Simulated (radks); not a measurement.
Species: Hg43+. Configuration: [Kr] 4d1.

Method: Dirac Kohn-Sham, LB94 model potential, spin-unpolarised, spherical densities, finite nucleus; open shells fill j = l - 1/2 first; Fermi nuclear charge, rms radius 5.4648 fm; computed with a radial shooting solver on a logarithmic mesh with Libxc functionals.

Energy parts (eV):
kinetic: 584935.01
electron-nucleus: -1186020.97
Hartree: 107096.88
(The LB94 potential has no energy functional, so no total or exchange-correlation energy is given.)

Orbitals (lengths in bohr, moments of r in powers of bohr; <r^-3> diverges for s and p1/2):
\begin{tabular}{lrrrrr}
orbital & occ. & eigenvalue (eV) & <r^2> & <r^4> & <r^-3> \\ \hline
1s1/2 & 2 & -85343.64 & 0.0003801 & 3.977e-07 & - \\
2s1/2 & 2 & -16845.53 & 0.005712 & 0.00005725 & - \\
2p1/2 & 2 & -16265.24 & 0.004029 & 0.00003384 & - \\
2p3/2 & 4 & -14301.22 & 0.005208 & 0.00005311 & 21590 \\
3s1/2 & 2 & -5525.053 & 0.03629 & 0.001973 & - \\
3p1/2 & 2 & -5264.915 & 0.03293 & 0.001702 & - \\
3p3/2 & 4 & -4818.989 & 0.03884 & 0.002331 & 5190 \\
3d3/2 & 4 & -4392.339 & 0.02952 & 0.001508 & 911.5 \\
3d5/2 & 6 & -4295.684 & 0.03111 & 0.001656 & 752.5 \\
4s1/2 & 2 & -2548.911 & 0.1469 & 0.03001 & - \\
4p1/2 & 2 & -2436.512 & 0.1446 & 0.02960 & - \\
4p3/2 & 4 & -2294.174 & 0.1634 & 0.03750 & 1696 \\
4d3/2 & 1 & -2115.076 & 0.1543 & 0.03477 & 294.6 \\
4d5/2 & 0 & -2084.473 & 0.1595 & 0.03706 & 240.7 \\
5s1/2 & 0 & -1475.533 & 0.4241 & 0.2408 & - \\
5p1/2 & 0 & -1421.772 & 0.4289 & 0.2484 & - \\
5p3/2 & 0 & -1358.438 & 0.4701 & 0.2975 & 767.9 \\
\end{tabular}

The highest occupied level is 4d3/2 at -2115.1 eV. For comparison, the ionisation energy in NIST's Atomic Spectra Database is 2113 eV (theoretical). In exact Kohn-Sham theory the highest level is minus the ionisation energy, but local and semilocal functionals leave it too shallow, through self-interaction and a potential that decays too fast; potentials with the right tail come closer. Summed over all electrons, <r^2> = 2.030 bohr^2, which gives a Langevin (diamagnetic) susceptibility term of -1.61 x 10^-6 cm^3/mol. The density falls to 0.001 e/bohr^3 at r = 0.97 bohr. The electron density at the nucleus is 2.328e+06 e/bohr^3.

Beside tabulated values, note that spin-unpolarised runs miss the spin-polarisation part of the exchange energy of open shells.
